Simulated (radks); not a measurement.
Values are calculated unless marked as measured or tabulated.
Problem. Species: Pd27+. Configuration: [Ar] 3d1. Level of theory: Dirac Kohn-Sham, BLYP, spin-unpolarised, spherical densities, finite nucleus; open shells fill j = l - 1/2 first; Fermi nuclear charge, rms radius 4.5318 fm (a radial shooting solver on a logarithmic mesh with Libxc functionals). Some entries of the table are withheld. Estimate them.

orbital  occ.  eigenvalue (Ry)  r(max) (bohr)  <1/r> (bohr^-1)
1s1/2       2        -1866.956        0.02065            48.24
2s1/2       2        -349.3049         0.1166            11.18
2p1/2       2              (1)        0.09025            11.13
2p3/2       4              (2)        0.09437            10.49
3s1/2       2              (3)         0.3237            4.299
3p1/2       2        -116.0441         0.3076            4.232
3p3/2       4        -113.4033         0.3155            4.074
3d3/2       1        -102.9739         0.2519            3.949
3d5/2       0        -102.3824         0.2541            3.908
4s1/2       0        -61.43779         0.6765            2.142
4p1/2       0        -58.69829         0.6734            2.102
4p3/2       0        -57.81111         0.6860            2.046

Solution. 
(1) 2p1/2 eigenvalue (Ry): -331.2110
(2) 2p3/2 eigenvalue (Ry): -319.3446
(3) 3s1/2 eigenvalue (Ry): -122.7107
